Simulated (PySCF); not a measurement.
C₂H₂Cl₂F₂. Atoms are numbered in the order given.

```xyz
8

F     -1.4804    -1.3376     0.8243
C     -1.1308    -0.0893     0.4676
F     -1.6291     0.1654    -0.7467
C      0.3908     0.0164     0.4689
Cl     1.0973    -1.0771    -0.7219
Cl     0.8565     1.7028     0.1944
H     -1.5563     0.6273     1.1930
H      0.7680    -0.2772     1.4568
```
Charge 0, spin multiplicity 1.

Geometry optimised at PBE0-D3(BJ)/def2-SVP. One conformer was computed; it need not be the lowest.

Level of theory: PySCF with TDDFT-CAM-B3LYP/def2-SVPD.

Vertical excitations. 

Computed lowest excited states:
| state | energy (eV) | λ (nm) | f | main pairs |
|---|---|---|---|---|
| S1 | 7.13 | 174 | 0.001 | HOMO→LUMO 78 % |
| S2 | 7.25 | 171 | 0.021 | HOMO−1→LUMO 74 % |
| S3 | 7.44 | 167 | 0.000 | HOMO−2→LUMO 57 %, HOMO→LUMO+1 21 %, HOMO→LUMO+2 9 % |
| S4 | 7.66 | 162 | 0.006 | HOMO−3→LUMO 43 %, HOMO−1→LUMO+1 28 %, HOMO−1→LUMO+2 13 % |
| S5 | 8.23 | 151 | 0.007 | HOMO→LUMO+1 42 %, HOMO−2→LUMO 32 %, HOMO→LUMO+2 7 % |
| S6 | 8.36 | 148 | 0.002 | HOMO−3→LUMO 47 %, HOMO−1→LUMO+1 32 %, HOMO−1→LUMO+2 7 % |
| S7 | 8.64 | 143 | 0.033 | HOMO→LUMO+2 47 %, HOMO−1→LUMO+2 12 %, HOMO−2→LUMO+2 12 %, HOMO→LUMO+1 9 % |
| S8 | 8.71 | 142 | 0.003 | HOMO−2→LUMO+1 50 %, HOMO−1→LUMO+2 11 %, HOMO−2→LUMO+2 11 % |
| S9 | 8.73 | 142 | 0.024 | HOMO−1→LUMO+2 37 %, HOMO→LUMO+2 18 %, HOMO−2→LUMO+1 9 %, HOMO−1→LUMO+1 9 % |
| S10 | 9.06 | 137 | 0.190 | HOMO−3→LUMO+1 69 % |
| T1 | 6.43 | 193 | 0 | HOMO−1→LUMO 69 % |
| T2 | 6.47 | 192 | 0 | HOMO→LUMO 64 % |
| T3 | 6.67 | 186 | 0 | HOMO−2→LUMO 52 %, HOMO→LUMO+1 19 %, HOMO→LUMO+2 10 % |
| T4 | 6.86 | 181 | 0 | HOMO−3→LUMO 50 %, HOMO−1→LUMO+1 20 %, HOMO−1→LUMO+2 10 % |
Triplets are in the Tamm–Dancoff approximation, which puts them higher than full response would, so one can lie above its singlet here.
